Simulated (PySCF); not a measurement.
C$_{7}$H$_{9}$FN$_{2}$: full NMR table

```yaml
Formula: C7H9FN2
SMILES: CNNc1ccc(F)cc1
InChI: InChI=1S/C7H9FN2/c1-9-10-7-4-2-6(8)3-5-7/h2-5,9-10H,1H3
Point_group_of_the_computed_structure: C1
Degrees_of_unsaturation: 4
Carbon_signals: 5
Proton_signals: 5
```

Numbering as in the mapped SMILES `[CH3:1][NH:2][NH:3][c:4]1[cH:5][cH:6][c:7]([F:8])[cH:9][cH:10]1`; H(Xn) means a hydrogen on atom n.

Theory: structure optimised with GFN2-xTB, PBE0/pcSseg-1 with gauge-including orbitals, in PySCF 2.14.0 with density-fitted response routines (no relativistic terms, no solvent, equivalent nuclei averaged, one conformer).

Shifts are taken against calculated references (same method and geometry level): 1H (σ = 31.72 ppm) and 13C (σ = 186.93 ppm) against TMS; 19F (σ = 170.95 ppm) against CFCl3; NH3 for 15N (σ = 267.73 ppm).

| carbon | δC, type | δH (multiplicity) | HMBC from (2–3 bonds) | span of the C tensor (ppm) |
| --- | --- | --- | --- | --- |
| C1 | 39.9, CH3 | 2.61 (s) | – | 66 |
| C4 | 149.0, C | – | H(C6)/H(C9), H(C5)/H(C10) | 192 |
| C5/C10 | 116.0, CH | 7.08 (m) | H(C6)/H(C9), H(C5)/H(C10) | 186 |
| C6/C9 | 121.8, CH | 7.19 (m) | H(C6)/H(C9), H(C5)/H(C10) | 190 |
| C7 | 165.5, C | – | H(C6)/H(C9), H(C5)/H(C10) | 138 |

Other nuclei:
```csv
atoms,nucleus,environment,δ (ppm),σ (ppm)
H(N3),1H,hydrogen on a nitrogen bonded to O or N,4.10,27.61
H(N2),1H,hydrogen on a nitrogen bonded to O or N,2.91,28.80
F8,19F,aryl fluorine,-133.1,304.1
N3,15N,nitrogen bonded to O or N,133.2,134.5
N2,15N,nitrogen bonded to O or N,84.0,183.7
```

- Carbon types of the structure: 2 × C, 4 × CH, 1 × CH3, leaving 2 H on heteroatoms.
- δC 165.5: aromatic carbon bearing fluorine; an ipso carbon deshielded by its heteroatom.
- δC 149.0: aromatic carbon bearing nitrogen; the electronegative substituent deshields the carbon that carries it.
- δC 121.8, 116.0: aromatic CH.
- δC 39.9: methyl carbon bonded to N; pulled downfield by the heteroatom.
- δH 4.10, 2.91: hydrogen on a nitrogen bonded to O or N; exchangeable, gas-phase position.

Exchangeable OH/NH protons stand at their gas-phase positions; hydrogen bonding in a real sample shifts them, mostly to higher δ. Splittings by 19F in the carbon and heteronuclear signals aren't shown, as no couplings were computed. Shifts are as computed. Against solution values, carbons near 30 ppm lie about +3 ppm off and those near 130 ppm about +5 ppm. Of 1211 compounds with measured shifts, 218 miss one by over three times the rms of a fit or turn the order of signals round; such compounds aren't used in these exercises. Unscaled 19F shifts against computed CFCl3 carry errors that often reach 10 to 50 ppm. Experimental scales use liquid or dissolved standards, which lie at an offset from isolated NH3 (liquid NH3: subtract about 20 ppm). No couplings were computed; multiplicities are counted from neighbouring protons, with m where these are inequivalent, close in shift, in a saturated or five-membered ring or joined by F or P, and br s for small geminal =CH2 splittings.
